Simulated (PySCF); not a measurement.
Exercise with solution: chemical shift, span and skew from a shielding tensor

H2O4P, SMILES OP(=O)(O)[O] (connectivity only; charge and spin as stated), charge -1, multiplicity 1. Atoms are numbered in the order given.

```xyz
7

O      1.0022     0.8953    -0.8528
P      0.0000     0.0000    -0.1702
O     -1.0022    -0.8953    -0.8528
O      0.8410    -0.9789     0.8948
O     -0.8410     0.9789     0.8948
H      0.3300    -1.7928     0.9403
H     -0.3300     1.7928     0.9403
```
Charge -1, spin multiplicity 1.

Coordinates come from a PBE0-D3(BJ)/def2-SVPD optimisation. The multiplicity is an assumed one; other spin states were not compared. The isomer is the one that the SMILES or the coordinates give; other isomers of the formula were not compared. Other conformers were not sampled.

GIAO shieldings from HF/pcSseg-1 (PySCF), non-relativistic, no solvent. The symmetric part of the tensor of P2 has the principal values 244.5, 301.6, 506.5 ppm. The same nucleus in PH3 has σ = 598.4 ppm at this level (PySCF, at its B3LYP-D3(BJ)/def2-TZVP geometry).

Work out the isotropic shielding, the ³¹P shift against PH3, the span and the skew.


σ(iso) = (σ11 + σ22 + σ33)/3 = 350.9 ppm. δ = σ(ref) − σ(iso) = 598.4 − (350.9) = 247.5 ppm.
Span Ω = σ33 − σ11 = 262.0 ppm. Skew κ = 3(σ(iso) − σ22)/Ω = 0.56. Tumbling in solution averages the tensor to δ; in a static solid the shielding alone would spread this spin-1/2 line over Ω.
